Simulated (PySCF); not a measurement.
**XPS shifts beside NMR shieldings**

C₇H₉NO.
SMILES with atom numbers: `[CH3:1][CH2:2][O:3][c:4]1[cH:5][cH:6][cH:7][n:8][cH:9]1`

Geometry (PBE0-D3(BJ)/def2-SVP, Å), atoms numbered from 1 in this order:
```xyz
18
C7H9NO angstrom
C     -2.9646   -0.4698   -0.0057
C     -1.6183    0.1833   -0.1917
O     -0.6317   -0.7095    0.2781
C      0.6587   -0.3348    0.2455
C      1.6005   -1.2446    0.7410
C      2.9412   -0.8928    0.7257
C      3.3037    0.3575    0.2162
N      2.4162    1.2230   -0.2549
C      1.1269    0.8936   -0.2451
H     -3.7640    0.1952   -0.3630
H     -3.0185   -1.4137   -0.5673
H     -3.1435   -0.6910    1.0565
H     -1.4375    0.4184   -1.2572
H     -1.5624    1.1352    0.3685
H      1.2529   -2.2051    1.1273
H      3.7020   -1.5782    1.1055
H      4.3551    0.6644    0.1910
H      0.4336    1.6394   -0.6456
```

Binding energies: PySCF 2.14.0, delta-SCF UKS SCAN, pcX-2 on the ionised atom, pcseg-1 elsewhere, spin-free X2C. Shieldings: GIAO CAM-B3LYP/pcSseg-1, non-relativistic, same geometry.

```
atom  C 1s (eV)
  C1     291.04
  C2     292.52
  C4     292.07
  C5     290.49
  C6     290.47
  C7     290.78
  C9     290.88
```

Question: What are the absolute isotropic shieldings of these atoms?

Answer: 
```
atom                          environment  C 1s (eV)  isotropic shielding (ppm)
  C6                   aromatic CH carbon     290.47                       49.8
  C5                   aromatic CH carbon     290.49                       49.6
  C7  aromatic CH next to a ring nitrogen     290.78                       31.5
  C9  aromatic CH next to a ring nitrogen     290.88                       43.4
  C1                        methyl carbon     291.04                      165.5
  C4       aromatic carbon bearing oxygen     292.07                       18.8
  C2           sp3 carbon bound to oxygen     292.52                      118.4
```

Question: Among the listed atoms, is the one with the highest binding energy also the least shielded?

Answer: No. The highest binding energy is at C2 (292.52 eV, shielding 118.4 ppm), the lowest shielding at C4 (18.8 ppm, 292.07 eV).

Over these 7 sites the two quantities correlate at r = 0.22. By binding energy: C6 ≈ C5 < C7 < C9 < C1 < C4 < C2. By shielding: C4 < C7 < C9 < C5 ≈ C6 < C2 < C1.

The unrestricted hole states depart most from a pure doublet (⟨S²⟩ = 0.75; over 0.85 named) for C 1s of C4 (0.85), which makes this value less certain. One conformer (not necessarily the lowest) at the PBE0-D3(BJ)/def2-SVP geometry, without solvent, vibrations or thermal averaging.
